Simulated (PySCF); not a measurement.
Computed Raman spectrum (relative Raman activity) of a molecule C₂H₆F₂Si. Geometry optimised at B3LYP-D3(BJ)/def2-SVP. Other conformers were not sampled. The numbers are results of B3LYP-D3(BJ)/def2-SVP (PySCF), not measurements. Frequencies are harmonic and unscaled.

Lines under 2 % of the strongest are left out, and lines within 2 cm⁻¹ are merged.

| ν (cm⁻¹) | relative intensity |
|---|---|
| 629 | 7.5 |
| 670 | 8.6 |
| 690 | 9.4 |
| 787 | 2.0 |
| 886 | 3.5 |
| 912 | 2.1 |
| 955 | 9.0 |
| 1363 | 4.4 |
| 1431 | 7.3 |
| 1439 | 6.2 |
| 2227 | 100 |
| 2230 | 45 |
| 3033 | 84 |
| 3038 | 65 |
| 3135 | 90 |

Question: Which structure fits?
A. C[C@@H](F)[SiH2]F
B. C[SiH2]C(F)F
C. CC[SiH](F)F
D. CC(F)(F)[SiH3]

Answer: B, C[SiH2]C(F)F
